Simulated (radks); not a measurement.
Dynamic dipole polarisability and lines of neutral lithium, [He] 2s1. Calculated with a radial shooting solver on a logarithmic mesh with Libxc functionals: non-relativistic Kohn-Sham, LB94 model potential, spin-polarised, spherical densities, point nucleus; open shells are filled with parallel spins first. Time-dependent linear response with the Hartree and adiabatic LDA kernel, continuum included through the Sternheimer equations. Lines are the poles of the dipole polarisability below minus the highest occupied eigenvalue, found on a grid refined at the orbital gaps; the lowest seven at most are given, and weak or close lines can be missed. The first line takes the name of the lowest orbital gap if no other gap lies below it; otherwise a line is named after a gap within 0.6 % of it, if that gap stands alone.

| photon energy (eV) | alpha (bohr^3) |
|---|---|
| 0 | 150.0 |
| 0.432 | 158.3 |
| 0.950 | 201.3 |
| 1.469 | 388.5 |
| 1.987 | -1079 |
| 2.506 | -176.0 |
| 3.024 | -82.34 |
| 3.543 | -35.68 |
| 4.061 | -37.17 |
| 4.580 | -28.51 |

Lines (eV, oscillator strength): 1.866 (664.6 nm, 2s-2p), f = 0.686; 3.675 (337.4 nm, unassigned), f = 0.0202; 4.440 (279.2 nm, unassigned), f = 0.00984. Higher lines, where found, are left out when the end of the mesh affects them. Those listed give 98 % of the static polarisability (sum of f/w^2). Orbital energy gaps for comparison: 2s-2p 1.721 eV; 2s-3p 3.828 eV; 2s-4p 4.483 eV. At laser wavelengths: 1550 nm 183.0, 1064 nm 243.6, 780 nm 537.1, 532 nm -255.2, 355 nm -42.26 bohr^3. Measured terms reached by dipole lines (averaged over J; NIST Handbook of Basic Atomic Spectroscopic Data, eV): 2s-2p 1.848; 2s-3p 3.834; 2s-4p 4.522; those above the model threshold have no computed partner.
